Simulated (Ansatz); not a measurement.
Question: Name a neutral molecule of I, N, Si and H with LUMO energy (B3LYP/def2-TZVPP) between -0.50 and -0.20 eV and ideal-gas entropy at 298 K and 1 bar (rigid rotor, harmonic PBE0-D4/def2-TZVP) between 312 and 328 J/(mol·K) (Ansatz, PBE0-D4/def2-TZVP geometry).

Answer: `N[SiH2]I` (-0.32 eV, 315 J/(mol·K)). Other molecules can fit too; these were computed, each in one conformer that needn't be the lowest.

B3LYP here is the variant with VWN-RPA as its local correlation; programs differ in this.
